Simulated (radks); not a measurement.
All-electron atom: Te12+ in [Kr] 4d4 (the NIST ground configuration). Method: scalar-relativistic Kohn-Sham, exchange-only LDA, spin-polarised, spherical densities, point nucleus; open shells are filled with parallel spins first (spin-orbit coupling, left out, can overturn this in heavy ions); computed with a radial shooting solver on a logarithmic mesh with Libxc functionals.

Radial electron density D(r) = 4 pi r^2 rho(r):

```
   r/bohr * D(r) (the largest magnitude, 86.4, reaches the edge; | marks zero)
 0.001816 |  *
 0.002064 |   *
 0.002327 |    *
 0.002645 |     *
 0.003006 |      *
 0.003417 |        *
 0.003852 |         *
 0.004378 |           *
 0.004976 |              *
 0.005656 |                 *
 0.006377 |                   *
 0.007247 |                       *
 0.008237 |                          *
 0.009362 |                             *
  0.01056 |                                 *
    0.012 |                                    *
  0.01363 |                                      *
   0.0155 |                                        *
  0.01761 |                                          *
  0.01986 |                                          *
  0.02257 |                                         *
  0.02565 |                                        *
  0.02916 |                                      *
  0.03287 |                                     *
  0.03736 |                                    *
  0.04246 |                                     *
  0.04826 |                                       *
  0.05441 |                                          *
  0.06185 |                                               *
  0.07029 |                                                   *
  0.07989 |                                                      *
  0.09007 |                                                      *
   0.1024 |                                                   *
   0.1164 |                                               *
   0.1322 |                                          *
   0.1491 |                                      *
   0.1695 |                                     *
   0.1926 |                                        *
   0.2189 |                                           *
   0.2488 |                                             *
   0.2805 |                                           *
   0.3188 |                                     *
   0.3624 |                            *
   0.4118 |                    *
   0.4643 |               *
   0.5278 |             *
   0.5998 |             *
   0.6817 |             *
   0.7686 |            *
   0.8736 |          *
   0.9929 |      *
    1.128 |   *
    1.272 | *
    1.446 |*
    1.644 *
    1.868 *
    2.106 *
    2.394 *
    2.721 *
```

D(r) has 4 maxima, at r = 0.0195, 0.0859, 0.251, 0.671 bohr, and minima at 0.0380, 0.164, 0.554 bohr, inside which lie 1.98, 11.15, 29.25 electrons.
